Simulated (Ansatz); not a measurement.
Species: CHB2N, SMILES `N=c1bb1` (charge 0, multiplicity 1).

**Question.** Give a relaxed geometry from Ansatz (an electronic-structure program) with PBE0-D3(BJ)/def2-TZVP.

**Answer.** the end point of this relaxation (outside a Z-matrix the atoms follow the SMILES, hydrogens last).
Bonded distances (Å): N1–C2 1.240, N1–H5 1.015, C2–B3 1.564, C2–B4 1.564, B3–B4 1.524. Angles (°): C2–N1–H5 118.6, N1–C2–B3 150.3, N1–C2–B4 150.5, B3–C2–B4 58.3, C2–B3–B4 60.8, C2–B4–B3 60.9.
